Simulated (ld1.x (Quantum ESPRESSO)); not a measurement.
# aluminium: excitation energies, all-electron against ultrasoft

Al, ultrasoft, made with ld1.x (Quantum ESPRESSO) 7.5 (PBE, non-relativistic). Core [He], reference 2s2 2p6 3s2 3p1. Waves: 2s (bound): rcut 0.85, rcutus 1.05 bohr; 3s (bound): rcut 0.85, rcutus 1.05 bohr; 2p (bound): rcut 1.05, rcutus 1.40 bohr; 3p (bound): rcut 1.05, rcutus 1.40 bohr. Local part: all-electron potential smoothed inside 0.90 bohr (lloc = -1). Core correction: none. Augmentation charge: PSQ, radius 0.90 bohr.

Energies are relative to the spin-unpolarised reference configuration 2s2 2p6 3s2 3p1; without spin polarisation the order of configurations can differ from experiment. Not all tests gave a result: 1 of 7 tests not solved or not reliable. Left out of the table: 2s1 2p6 3s2 3p1 (pseudo-atom not self-consistent, printed error -14.5 eV).

Its overlap operator is not positive definite in a basis up to 400 Ry (lowest eigenvalue s -0.09), so the file is unfit for use: the generalised eigenproblem breaks down once the basis is large enough, and its test numbers describe a broken file.

```csv
valence configuration,charge,ΔE all-electron (eV),error AE − PS (meV)
2s2 2p6 3s2 3p0,+1,5.771,+0.1
2s2 2p6 3s1 3p0,+2,24.963,-1.0
2s2 2p6 3s0 3p0,+3,53.354,-5.0
2s2 2p5 3s2 3p1,+1,82.858,-13325
2s2 2p6 3s1 3p1,+1,11.543,+0.1
2s2 2p6 3s0 3p3,0,10.383,+0.7
```

Levels in the configuration 2s2 2p5 3s2 3p1:

```csv
level,all-electron (eV),pseudo (eV)
2s,-134.034,-143.779
2p,-96.784,-106.100
3s,-18.187,-25.432
3p,-11.546,-1.927
```

These tests converged, but a pseudo level misses the all-electron one widely, so the file describes the atom poorly there or has found another state: 2s2 2p6 3s0 3p0: empty 3p by 17.6 eV (a node warning on the way); 2s2 2p5 3s2 3p1: 2s by 9.7 eV (a node warning on the way).

The ghost test of this file was not conclusive.
